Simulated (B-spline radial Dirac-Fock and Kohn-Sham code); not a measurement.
## Core and valence levels of Mg¹⁰⁺

System: magnesium as Mg¹⁰⁺, 1s2; nuclear rms radius 3.057 fm (A = 24).

The run's input, task.json:

```json
{"items": [{
  "Z": 12,
  "q": 10,
  "cfg": [[1, 0, 2]],
  "A": 24,
  "rrms": 3.057,
  "do": ["binding"]
}]}
```

Launch: `python xray_run.py task.json out`

Calculated with a radial B-spline solver, using Dirac-Fock energy differences between relaxed states, corrected for Breit and QED terms. Electron correlation is not included. Energies are counted from the vacuum level.

All terms are in eV, carry their sign (relaxation lowers the binding energy) and add up to the binding energy; ⟨r⟩ is the mean radius of the orbital in the initial state.

| subshell | −ε (Koopmans) | relaxation | Gaunt | retardation | self-energy | vacuum polarisation | binding energy | ⟨r⟩ (bohr) |
| --- | --- | --- | --- | --- | --- | --- | --- | --- |
| K (1s) | 1762.9 | -1.52 | -0.58 | 0.00 | -0.26 | 0.02 | 1760.5 | 0.129 |

For the deepest level, K (1s), the Breit terms make up -0.033 % of the binding energy, QED -0.014 % and orbital relaxation -0.086 %.

Going to the tabulated ground configuration of the next ion removes an electron from K (1s), computed at 1760.5 eV. NIST lists 1761.805 eV as the ionisation energy of this species (theoretical), +1.27 eV from the computed value.
